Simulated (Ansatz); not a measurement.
Stepwise reaction of `SB(S)Br` with hydrogen chloride, as a gas-phase model of exchange steps in deposition or etching. ΔE in kJ/mol; ΔG adds harmonic PBE0-D4 terms to CCSD(T)/CBS, at 1 bar.

Gas-phase electronic energies from Ansatz, PBE0-D4/def2-TZVP geometries. CCSD(T)/CBS adds triple-zeta CCSD(T) − MP2 to the extrapolated MP2 energy (def2 sets, frozen cores). This one scheme is used for every species. DFT in def2-TZVPP. B3LYP here is the variant with VWN-RPA as its local correlation; programs differ in this. For Br outer-core shells are correlated without core-valence functions, which leaves a few kJ/mol of doubt a bond. Scalar relativity is left out up to krypton. One conformer a species, not always the lowest.

| step | reaction | PBE-D4 | B3LYP-D4 | ωB97M-V | CCSD(T)/CBS | ΔG(500 K) |
| --- | --- | --- | --- | --- | --- | --- |
| 1 | `SB(S)Br` + HCl → `SB(Cl)Br` + H₂S | -7.0 | -9.6 | -11.2 | -7.9 | -14.1 |

(1) Give the row of step 2, `SB(Cl)Br` + HCl → `ClB(Cl)Br` + H₂S. (An estimate is asked.)

(2) By hand: ΔE of the 2 steps together at CCSD(T)/CBS.

Results:

(1) The calculation gave: 
```
step                              reaction  PBE-D4  B3LYP-D4  ωB97M-V  CCSD(T)/CBS  ΔG(500 K)
   2  `SB(Cl)Br` + HCl → `ClB(Cl)Br` + H₂S    -1.7      -4.3     -6.1         -2.6       -7.1
```

(2) (-7.9) + (-2.6) = -10.5 kJ/mol, or -5.2 kJ/mol a step.

In ΔE each step is higher than the one before. ΔG lies between -14.1 and -7.1 kJ/mol a step. PBE-D4 differs from CCSD(T)/CBS by 0.9 to 0.9 kJ/mol a step. Isolated molecules leave out the surface, adducts and barriers. Largest T1 diagnostic: 0.011.
